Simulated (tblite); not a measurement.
Species: C5H10O2S (charge +1 and doublet state).
Atom-mapped SMILES: `[CH3:1][CH2:2][CH+:3][CH:4][S:5]([CH3:6])(=[O:7])=[O:8]` (hydrogens: H9, H10, H11 on C1; H12, H13 on C2; H14 on C3; H15 on C4; H16, H17, H18 on C6)

Cartesian coordinates in Å at the GFN2-xTB level; atoms count from 1:
```xyz
18
C5H10O2S angstrom
C     -3.051   -0.333    0.122
C     -1.760   -0.503    0.888
C     -0.566   -0.319   -0.015
C      0.404    0.509    0.276
S      1.754    0.789   -0.965
C      3.167   -0.009   -0.142
O      1.401    0.061   -2.136
O      1.951    2.199   -1.002
H     -3.183    0.690   -0.236
H     -3.106   -1.009   -0.727
H     -3.889   -0.518    0.797
H     -1.719    0.171    1.745
H     -1.675   -1.533    1.259
H     -0.574   -0.880   -0.939
H      0.541    1.133    1.141
H      3.337    0.484    0.808
H      4.015    0.137   -0.806
H      2.945   -1.064   -0.032
```

Method: GFN2-xTB as coded in tblite; computed harmonic values from a numerical Hessian at the method's own geometry, unscaled. This tight-binding method is rough: wavenumbers can miss measured ones by several per cent, in bad cases by 10 to 20. One conformer, not necessarily the lowest. Open shells enter through the occupations alone, without spin polarisation, and single modes of such species can be off by tens of per cent.

Harmonic wavenumbers (cm⁻¹): 33.8, 86.4, 99.0, 121.7, 140.8, 191.2, 216.8, 243.8, 280.9, 288.4, 350.3, 378.5, 454.2, 616.9, 634.9, 686.5, 789.6, 816.3, 842.7, 905.5, 930.4, 993.9, 1011.7, 1074.4, 1085.8, 1109.1, 1147.8, 1187.1, 1227.4, 1235.0, 1266.1, 1342.4, 1364.4, 1369.7, 1380.1, 1402.5, 1438.8, 1642.7, 2901.7, 2966.6, 2997.7, 3001.1, 3029.7, 3054.7, 3060.2, 3063.4, 3082.5, 3105.2.

A = 3783, B = 817.5, C = 799.0 MHz; mass 134.040 u (most abundant isotopes); point group C1, symmetry number 1; spin multiplicity 2.

What is the zero-point energy?

Half the sum of the wavenumbers: 30325 cm⁻¹ = 362.77 kJ/mol.

Give the ideal-gas entropy at 298.15 K and 1 bar in the rigid-rotor, harmonic-oscillator model (classical rotation).

Translation 169.94, rotation 122.40, vibration 139.50, spin (R ln 2) 5.76: S = 437.6 J/(mol K).

And Cp and H(298.15 K) − H(0)?

Cp = 167.10 J/(mol K), of which vibrations give 133.84 (their classical limit is 48 R = 399.1); H(298.15 K) − H(0) = 31.37 kJ/mol without the zero-point energy, 21.46 from vibrations.

What must be added to the electronic energy to get the Gibbs energy at 298.15 K and 1 bar?

ZPE + [H(298.15 K) − H(0)] − T·S = 362.77 + 31.37 − 130.47 = 263.67 kJ/mol.

How do the functions run with temperature in this model?

```tsv
T (K)	S (J/(mol K))	Cp (J/(mol K))	H − H(0) (kJ/mol)	G − H(0) (kJ/mol)	ln q(vib)
100	304.6	88.0	5.87	-24.59	2.09
200	379.0	129.3	16.84	-58.96	5.20
300	438.6	167.8	31.68	-99.91	8.17
500	541.2	236.1	72.44	-198.18	13.75
800	667.7	301.0	153.90	-380.24	21.36
1000	738.0	329.3	217.07	-520.97	25.96
```

q(vib) and H(0) count from the zero-point level.

Blend soft modes into free rotors: weight 1/[1 + (100 cm⁻¹/ν̃)⁴] for the oscillator and the rest for a rotor with moment μB/(μ + B), μ = h/(8π²ν), B = 10⁻⁴⁴ kg m². What vibrational entropy results?

128.68 J/(mol K) in place of 139.50, which changes −T·S at 298.15 K by +3.22 kJ/mol.

Hindered rotation and anharmonicity are outside this model. Other conformers, if any are populated, would add a mixing term that is left out. The structure is chiral; the term R ln 2 for an equal mix with its mirror image is left out.
